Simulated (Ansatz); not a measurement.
Molecule: C$_{6}$H$_{12}$, charge 0, multiplicity 1. SMILES: C1C(CCC1)C
Geometry from a B3LYP-D3(BJ)/def2-TZVP (Ansatz, an electronic-structure program) optimisation:
```xyz
18

C      2.0463    -0.8288     0.2504
C      0.5927    -0.4163     0.4259
C     -0.3572    -0.9452    -0.6555
C     -1.6315    -0.0931    -0.5111
C     -1.1740     1.2371     0.1521
C      0.3448     1.0957     0.3621
H      2.4310    -0.4810    -0.7123
H      2.6786    -0.4057     1.0342
H      2.1596    -1.9147     0.2818
H      0.2371    -0.7790     1.3987
H      0.1012    -0.7800    -1.6362
H     -0.5489    -2.0159    -0.5666
H     -2.1194     0.0727    -1.4720
H     -2.3578    -0.6017     0.1251
H     -1.4197     2.1069    -0.4577
H     -1.6782     1.3740     1.1103
H      0.8868     1.5040    -0.4973
H      0.7029     1.6231     1.2480
```
Charge 0, spin multiplicity 1.

Quantity: vertical triplet-singlet gap (E(triplet) - E(singlet); each state is the SCF solution reached for its spin; for the triplet the Hartree-Fock reference is unstable and T1 is 0.045), in kJ/mol. Cores are frozen in the correlated levels unless marked. UHF or UKS for open shells. Spin-orbit coupling is left out. No relativistic terms. 

```
level                program  vertical triplet-singlet gap (kJ/mol)
-------------------  -------  -------------------------------------
PBE/def2-TZVPD        Ansatz                                  697.3
r2SCAN/def2-TZVPD     Ansatz                                  734.4
BHLYP/def2-TZVPD      Ansatz                                  824.1
wB97X-V/def2-TZVPD    Ansatz                                  836.6
CCSD/aug-cc-pVTZ      Ansatz                                  800.6
CCSD(T)/aug-cc-pVTZ   Ansatz                                  789.9
```
